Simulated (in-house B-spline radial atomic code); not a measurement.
**One electron outside the [Ar] 3d10 core: Ho XXXIX (Ho38+)**

Computed with a B-spline radial code for spherical atoms, no-pair Dirac-Coulomb Hamiltonian, finite nucleus. Rungs: frozen-core Dirac-Hartree-Fock (DHF); Brueckner orbitals from the second-order correlation potential; the same with the Coulomb interaction screened by the core and the hole-particle interaction summed; Breit and QED terms from differences of relaxed Dirac-Fock atoms, where computed. Partial waves beyond l = 6 are extrapolated. The tables show a selection of states; those near core-excited levels, with erratic corrections or far from their DHF start are never shown.

Removal energies (eV):

```tsv
state	DHF	second order	screened	Breit + QED	final
4s1/2	1774.74	1776.61	1776.52	-2.1	1774.41
4p1/2	1693.42	1695.38	1695.29	-1.9	1693.39
4p3/2	1633.23	1634.98	1634.89	-1.24	1633.65
4d3/2	1504.93	1506.89	1506.8	-0.792	1506.01
4d5/2	1492.08	1493.95	1493.87	-0.507	1493.36
4f5/2	1354.95	1356.78	1356.72	-	-
4f7/2	1351.97	1353.74	1353.69	-	-
5s1/2	1057.2	1058.16	1058.09	-0.951	1057.14
5p1/2	1018.06	1019.07	1019	-0.872	1018.13
5p3/2	990.073	990.999	990.935	-0.574	990.361
5d3/2	929.446	930.434	930.368	-0.375	929.993
5d5/2	923.261	924.205	924.143	-0.231	923.912
5f5/2	862.758	?	?	?	?
5f7/2	861.008	?	?	?	?
```

(1) What does correlation do to 5f7/2?

(2) What does correlation do to 5f5/2?

(3) How does the lowest state compare with the NIST ionisation energy?

Electric-dipole lines from 4s1/2 (reduced matrix elements in atomic units, length form, static core polarisation, sign of DHF taken positive):

```csv
upper,DHF,+ core polarisation,+ Brueckner,λ (nm),A (s⁻¹)
4p1/2,0.3683,0.3558,0.3554,15.301,3.57e+10
4p3/2,0.5301,0.5126,0.5121,8.8077,1.94e+11
```

Magnetic hyperfine constants per unit nuclear g factor (MHz, nucleus as a uniformly magnetised ball; they apply to isotopes with nuclear spin):

| state | DHF | + core polarisation | + Brueckner |
| --- | --- | --- | --- |
| 4s1/2 | 986200 | 1.023e+06 | 1.027e+06 |
| 4p1/2 | 311000 | 323300 | 324900 |
| 4p3/2 | 39740 | 40720 | 40920 |
| 5s1/2 | 452700 | 467500 | 468800 |
| 5p1/2 | 144500 | 149600 | 150100 |
| 5p3/2 | 18710 | 18950 | 19010 |

## Answers

(1) It adds 0.7479 eV to the removal energy in second order and 0.7114 eV with screening, giving 861.719 eV before Breit and QED terms, which weren't computed for this state.

(2) It adds 0.7719 eV to the removal energy in second order and 0.7338 eV with screening, giving 863.492 eV before Breit and QED terms, which weren't computed for this state.

(3) 4s1/2 is bound by 1774.4 eV, without recoil; NIST lists 1773.6 ± 0.9 eV (semi-empirical), a difference of +0.81 eV.
